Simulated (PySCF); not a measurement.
4,4-difluorobuta-1,2-diene (C4H4F2), SMILES C(=C)=CC(F)F.

Geometry optimised at TPSSh-D3(BJ)/def2-SVP. The values are those of a single conformer.

Two levels are set side by side: TDDFT-PBE/def2-SVPD (PySCF) and TDDFT-CAM-B3LYP/def2-SVPD (PySCF). Vertical, same geometry. The lowest singlet is HOMO−1→LUMO 72 %, HOMO→LUMO+1 28 % with PBE and HOMO−1→LUMO 64 %, HOMO→LUMO+1 33 % with the other functional; states are paired by order. Differences are taken from unrounded values.

```
quantity                               TDDFT-CAM-B3LYP  TDDFT-PBE  TDDFT-PBE minus TDDFT-CAM-B3LYP
-------------------------------------  ---------------  ---------  -------------------------------
lowest singlet excitation (eV)                    5.95       5.67                            -0.27
lowest triplet excitation (TDA) (eV)              4.51       4.57                             0.05
first bright state (f over 0.05) (eV)             7.74       7.33                            -0.41
its oscillator strength                           0.18       0.33                             0.16
```

Functionals without exact exchange tend to place singlet excitations lower, as here. Differences between two approximate levels are no errors against the true value.

Rough cost on one machine, each run with all the roots and properties that it gave: TDDFT-CAM-B3LYP against TDDFT-PBE about 5 times.
